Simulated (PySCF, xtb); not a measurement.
disilanyl(ethenyl)silane (C2H10Si3), SMILES C=C[SiH2][SiH2][SiH3]. The values are those of a single conformer.

Harmonic wavenumbers (cm⁻¹) from GFN2-xTB run with xtb at its own minimum, in rising order: 15, 26, 32, 88, 132, 278, 329, 382, 400, 436, 452, 469, 500, 557, 583, 610, 683, 716, 786, 808, 818, 829, 843, 913, 1007, 1029, 1277, 1424, 1667, 2139, 2147, 2180, 2191, 2226, 2230, 2238, 3021, 3067, 3093.

What does B3LYP-D3(BJ)/def2-SVP in PySCF give at its own minimum? (An estimate is asked for; the answer gives what the named calculation found.)

25, 48, 96, 103, 152, 271, 334, 385, 427, 445, 475, 538, 559, 648, 694, 704, 745, 801, 883, 917, 932, 946, 948, 982, 1016, 1037, 1276, 1419, 1663, 2186, 2195, 2200, 2206, 2209, 2214, 2221, 3112, 3126, 3204. Paired by order, the mean absolute difference is 48 cm⁻¹ and the zero-point energies are 60.9 and 63.4 kcal/mol.
